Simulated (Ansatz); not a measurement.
Relaxation of C2H6OSn (10 atoms, charge 0, multiplicity 1), to a largest force component of 0.02 eV/Å in at most 50 steps.

All numbers below come from Ansatz 0.2.0, UKS PBE0/def2-SVP.

```xyz
10
Properties=species:S:1:pos:R:3
C -0.914 1.435 0.069
Sn 0.647 0.184 -0.512
C 0.734 -1.624 0.562
O 0.010 -1.718 -0.497
H -1.859 1.228 -0.564
H -1.188 1.351 1.132
H -0.644 2.537 -0.118
H 1.390 0.422 -2.107
H 1.694 -2.208 0.480
H 0.213 -1.660 1.558
```

Task: Where does it end, and by what steps?

Result: The forces met the threshold. After 12 steps the energy has fallen by 0.661 eV; Sn2 moved furthest, 0.53 Å.

```json
{"step": "0", "energy less start (eV)": "0.0000", "largest force component (eV/Å)": "3.387", "accepted": "yes"}
{"step": "1", "energy less start (eV)": "-0.4635", "largest force component (eV/Å)": "1.026", "accepted": "yes"}
{"step": "2", "energy less start (eV)": "-0.5474", "largest force component (eV/Å)": "0.595", "accepted": "yes"}
{"step": "3", "energy less start (eV)": "-0.5600", "largest force component (eV/Å)": "0.785", "accepted": "yes"}
{"step": "4", "energy less start (eV)": "-0.5904", "largest force component (eV/Å)": "0.597", "accepted": "yes"}
{"step": "5", "energy less start (eV)": "-0.6030", "largest force component (eV/Å)": "0.447", "accepted": "yes"}
{"step": "6", "energy less start (eV)": "-0.6397", "largest force component (eV/Å)": "0.445", "accepted": "yes"}
{"step": "7", "energy less start (eV)": "-0.6495", "largest force component (eV/Å)": "0.271", "accepted": "yes"}
{"step": "8", "energy less start (eV)": "-0.6577", "largest force component (eV/Å)": "0.117", "accepted": "yes"}
{"step": "9", "energy less start (eV)": "-0.6598", "largest force component (eV/Å)": "0.130", "accepted": "yes"}
{"step": "10", "energy less start (eV)": "-0.6605", "largest force component (eV/Å)": "0.047", "accepted": "yes"}
{"step": "11", "energy less start (eV)": "-0.6608", "largest force component (eV/Å)": "0.024", "accepted": "yes"}
{"step": "12", "energy less start (eV)": "-0.6608", "largest force component (eV/Å)": "0.016", "accepted": "yes"}
```

```xyz
10
Properties=species:S:1:pos:R:3
C -0.922 1.501 0.003
Sn 0.990 0.477 -0.231
C 0.687 -1.809 0.524
O -0.200 -1.622 -0.339
H -1.632 1.141 -0.753
H -1.327 1.325 1.009
H -0.764 2.582 -0.130
H 1.135 0.383 -1.972
H 1.641 -2.326 0.279
H 0.475 -1.702 1.611
```

Whether the end is a true minimum wasn't checked by a vibrational analysis.

Run time: 42 s on 2 threads of AMD EPYC 7R13 Processor (Zen 3), with other jobs on the host, peak memory 0.31 GiB.
